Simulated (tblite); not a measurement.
Compound: C3H12GeO2Si2.
Atom-mapped SMILES: `[CH2:1]=[CH:2][Si@H:3]([O:4][CH3:5])[SiH2:6][O:7][GeH3:8]` (hydrogens: H9, H10 on C1; H11 on C2; H12 on Si3; H13, H14, H15 on C5; H16, H17 on Si6; H18, H19, H20 on Ge8)

Computed with GFN2-xTB (tblite), gas phase: L-BFGS steps from a force-field or distance-geometry start until the largest atomic force falls under 0.01 eV/Å.

Geometry at step 1:
```
atom  x, y, z in Å
C1     -2.6363   -1.2810   -0.3445
C2     -1.7718   -0.9067    0.5789
Si3    -0.4045    0.2425   -0.0102
O4     -1.0416    1.0950   -1.3037
C5     -1.9647    2.0860   -0.9143
Si6     1.2612   -1.1003   -0.6994
O7      2.6229   -0.2054   -1.0635
Ge8     3.7625   -0.0691    0.3290
H9     -2.4733   -0.8745   -1.3430
H10    -3.4691   -1.9359   -0.1157
H11    -1.8351   -1.2556    1.6012
H12     0.0205    1.1632    1.0553
H13    -1.4769    2.7461   -0.1824
H14    -2.8262    1.6075   -0.4192
H15    -2.2857    2.6674   -1.7903
H16     0.7583   -1.8464   -1.8456
H17     1.5389   -2.0639    0.3979
H18     4.8416   -1.1737    0.2351
H19     4.4064    1.3175    0.2234
H20     2.9678   -0.2018    1.6658
```

**Question.** Give the atomic forces at this geometry.

**Answer.** 
| atom | Fx (eV/Å) | Fy (eV/Å) | Fz (eV/Å) |
| --- | --- | --- | --- |
| C1 | -0.207 | -0.055 | -0.103 |
| C2 | 0.265 | 0.354 | 0.367 |
| Si3 | 0.099 | 0.375 | -0.521 |
| O4 | 0.288 | -0.069 | 1.133 |
| C5 | -0.017 | 0.034 | 0.028 |
| Si6 | 0.243 | 0.233 | -0.448 |
| O7 | -0.195 | -0.785 | 1.047 |
| Ge8 | 0.161 | 0.177 | 0.089 |
| H9 | -0.562 | -0.451 | 0.238 |
| H10 | 0.080 | 0.070 | -0.382 |
| H11 | -0.104 | -0.048 | -0.071 |
| H12 | -0.205 | 0.206 | 0.140 |
| H13 | -0.316 | 0.062 | -0.258 |
| H14 | 0.134 | 0.279 | -0.273 |
| H15 | 0.110 | -0.282 | 0.241 |
| H16 | 0.511 | -0.182 | -0.237 |
| H17 | 0.026 | 0.040 | -0.267 |
| H18 | -0.457 | 0.324 | -0.052 |
| H19 | -0.203 | -0.349 | -0.081 |
| H20 | 0.352 | 0.067 | -0.592 |

The largest, 1.32 eV/Å, acts on O7; the rms over all components is 0.343 eV/Å. The forces sum to zero within rounding, as they must for an isolated molecule in no field.

**Question.** Give the force on O7 in Eh/bohr and in nN.

**Answer.** 1.323 eV/Å ÷ 51.422 = 0.02573 Eh/bohr, and 1.323 eV/Å × 1.602 = 2.12 nN.

**Question.** How far is this geometry from the end of the optimisation?

**Answer.** 0.864 eV above it, and 1.471 Å rms away after alignment. The bonds farthest from their final lengths, with half the difference of the two atoms' forces along the bond (positive lengthens):

```tsv
bond	now (Å)	final (Å)	force along bond (eV/Å)
O7–Ge8	1.805	1.723	-0.22
Ge8–H20	1.561	1.500	-0.34
Ge8–H18	1.547	1.496	-0.26
Si3–O4	1.675	1.629	-0.79
Si3–Si6	2.248	2.289	+0.08
Si6–O7	1.670	1.637	-0.61
```

The angle farthest from its final value is Si6–O7–Ge8, 112.8° against 147.1°.

Of the 6 listed bonds off by 0.010 Å or more, this force points towards the final length in 6.

The cost below is that of the whole relaxation. On Arm Neoverse V1, one thread, on a shared host, this took 3.0 s wall.
